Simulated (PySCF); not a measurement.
Level of theory: B3LYP-D3(BJ)/def2-TZVP // PBE0-D3(BJ)/def2-TZVP in PySCF. Gas-phase values, no solvent. B3LYP has the VWN-RPA correlation part, as in Gaussian. 

Reference species (SMILES): `[Ga]([Br])[Cl]` (neutral, multiplicity 2).

```
Item            Value
-------------  ------
dipole moment  1.64 D
```

Changed species: `[Cl][Ga][Cl]` (radical fragment; the reference has radical fragment).

Question: Predict the effect on the dipole moment.

Answer: the dipole moment goes up by 0.10 D, to 1.74 D.
